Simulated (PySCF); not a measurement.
## Zr (zirconium, neutral) across methods

[Kr] 4d2 5s1 5p1, one real determinant (an excited configuration). All numbers are calculated (PySCF 2.14, scalar relativity through the core potential, in aug-cc-pVDZ-PP with ECP28MDF).

```
   method  E (hartree)  mean ε 4d α (eV)  mean ε 5s α (eV)  mean ε 5p α (eV)  Σ⟨r²⟩ (bohr²)   ⟨S²⟩
      UHF    -46.27187            -9.793            -8.099            -4.597          70.80  6.003
CAM-B3LYP     -46.6374            -7.755            -7.291            -3.749          69.37  6.001
      LDA     -46.5404            -5.310            -5.779            -2.448          69.63  6.000
    TPSSh     -46.6681            -5.926            -5.784            -2.625          69.43  6.001
   PBEsol     -46.5869            -5.292            -5.639            -2.406          69.36  6.000
     PBE0     -46.6734            -6.590            -6.290            -3.006          69.39  6.001
      PBE     -46.6824            -5.369            -5.587            -2.418          69.71  6.000
   r2SCAN     -46.7046            -5.654            -5.776            -2.490          69.17  6.001
```

(1) Estimate the same row for HSE06.

⟨L²⟩ = 14.02 against 20 for a pure G term, so this real determinant mixes terms. Energies and moments cover only the electrons outside the core potential.

## Answers

(1) E (hartree) = -46.6734; mean ε 4d α (eV) = -6.194; mean ε 5s α (eV) = -5.921; mean ε 5p α (eV) = -2.641; Σ⟨r²⟩ (bohr²) = 69.60; ⟨S²⟩ = 6.001.
